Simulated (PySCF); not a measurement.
Gas-phase reaction: 2 Ga2O + 2 Br2 → 4 GaBr + O2

Computed with PySCF (xtb for GFN2) and rigid-rotor harmonic-oscillator thermochemistry at 1 bar. † marks an energy on the PBE0/def2-TZVP geometry and frequencies; other levels use their own. Open shells (unrestricted): O2 (multiplicity 3); the rest are closed-shell singlets. GFN2 has no spin-polarisation term. Br, Ga: all electrons, no relativistic terms.

| level | ΔH°(298 K), kJ |
|---|---|
| GFN2-xTB | 415 |
| HF/def2-TZVP† | [?] |
| M06-2X/def2-TZVP† | [?] |
| PBE/def2-SVP | -26 |
| PBE/def2-TZVP† | -11 |
| PBE0/def2-QZVP† | -18 |
| PBE0/def2-TZVP | [?] |
| r2SCAN/def2-TZVP† | -19 |
| LDA/def2-TZVP† | 59 |
| ωB97M-V/def2-TZVP† | 10 |
| ωB97X-V/def2-TZVP† | [?] |

Problem. What belongs in the gaps?

Solution. 
- HF/def2-TZVP†, ΔH°(298 K), kJ: -132
- M06-2X/def2-TZVP†, ΔH°(298 K), kJ: 15
- PBE0/def2-TZVP, ΔH°(298 K), kJ: -32
- ωB97X-V/def2-TZVP†, ΔH°(298 K), kJ: -1
